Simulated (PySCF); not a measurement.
**C10H14O3S: Computed beside measured shifts**

System: C10H14O3S (measured compound), SMILES Cc1ccc(S(=O)(=O)OC(C)C)cc1.

Atom-mapped SMILES (hydrogens are numbered by the atom that bears them): [CH3:1][c:2]1[cH:3][cH:4][c:5]([S:6](=[O:7])(=[O:8])[O:9][CH:10]([CH3:11])[CH3:12])[cH:13][cH:14]1

Computed with GIAO KT3/pcSseg-2, gas phase, PySCF SCF with an in-house response code, fitting set def2-universal-JFIT, grid level 2, non-relativistic, on the PBE0-D3(BJ)/def2-SVP geometry.

One optimised conformer. Values are averaged over the atoms that symmetry or fast rotation interchanges, on this one geometry and without vibrational averaging. Shifts are the reference shielding less the shielding here, at the same level (13C, 1H against isolated TMS; 17O against isolated H2O; 33S against isolated CS2); nuclei without a reference have shieldings only.

Task: What shifts does this level give for H on 10, H on 11/12, and how do they compare with measurement?

Result: 
```csv
atom,nucleus,computed / ppm,measured / ppm,computed less measured,measured against,medium of the measurement
H on 10,1H,4.08,4.7,-0.62,TMS,not stated per compound (mostly CDCl3 or CCl4)
H on 11/12,1H,1.05,1.25,-0.20,TMS,not stated per compound (mostly CDCl3 or CCl4)
```

Measured values: Pretsch, Buehlmann, Badertscher, Structure Determination of Organic Compounds, 4th ed..
